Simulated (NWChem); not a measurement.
CH$_{3}$ClOTe; SMILES CO[Te]Cl

```xyz
7

Te     0.6538     0.0058    -0.0276
Cl    -0.9161    -1.7780     0.0363
O     -0.5219     1.4786     0.5651
C     -1.4925     1.9623    -0.3356
H     -2.2701     1.2065    -0.5415
H     -1.9692     2.8287     0.1493
H     -1.0564     2.2888    -1.2965
```
Atoms are numbered in this order, from 1.

Program: NWChem. Structure relaxed at the PBE0/def2-SVP level. def2 effective core potentials on Te; no spin-orbit coupling.

For level TPSS/def2-TZVP:

| Item | Value |
|---|---|
| orbital gap (eV) | 2.27 |

Problem. What are these values for level TPSS/def2-SVPD?

Solution. The orbital gap (eV) is 2.16.
